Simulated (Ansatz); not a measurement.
Input for Ansatz (a first-principles code): R-PBE/def2-TZVPP on C2H6Ge (SMILES C=[CH][GeH3]), a point of a torsion scan.

Ansatz 0.2 input:
```yaml
crystal:
  periodic: [false, false, false]
  atoms:
    - {symbol: C, position_ang: [1.55583379, -0.13992495, -0.27922788]}
    - {symbol: C, position_ang: [0.55596360, 0.04818701, 0.56668495]}
    - {symbol: Ge, position_ang: [-1.31804032, 0.07023875, 0.03985984]}
    - {symbol: H, position_ang: [1.38224793, -0.26148207, -1.33751854]}
    - {symbol: H, position_ang: [2.58825304, -0.16987694, 0.03627511]}
    - {symbol: H, position_ang: [0.77385764, 0.16724356, 1.62109215]}
    - {symbol: H, position_ang: [-1.85816520, -1.31432219, -0.12447055]}
    - {symbol: H, position_ang: [-1.50077483, 0.76113397, -1.27181442]}
    - {symbol: H, position_ang: [-2.14892830, 0.76600090, 1.06766939]}
basis:
  gaussian:
    orbitals: def2-TZVPP
hamiltonian:
  xc: {name: PBE}
scf: {lower_state_search: off}
```

The head of its log:

```
WARN ansatz: RAYON_NUM_THREADS=1 ignored (pool sized by the plan → 1); use --threads N
Functional definition: PBE
these checks for a lower state are left out or cut short: stability, starts, cluster_reference, orbital_swaps, neighbouring_geometries, increment
integrals: 0.10 GiB planned
1072 factors; their error is unknown
mean field: 0.74 GiB planned
mean field evaluation 1: about -58668.5830 eV, gradient 6.5e1 eV
mean field evaluation 2: about -58649.7915 eV, gradient 1.0e2 eV
```

Q: Give the final energy of this run.

A: -2156.3752 hartree.
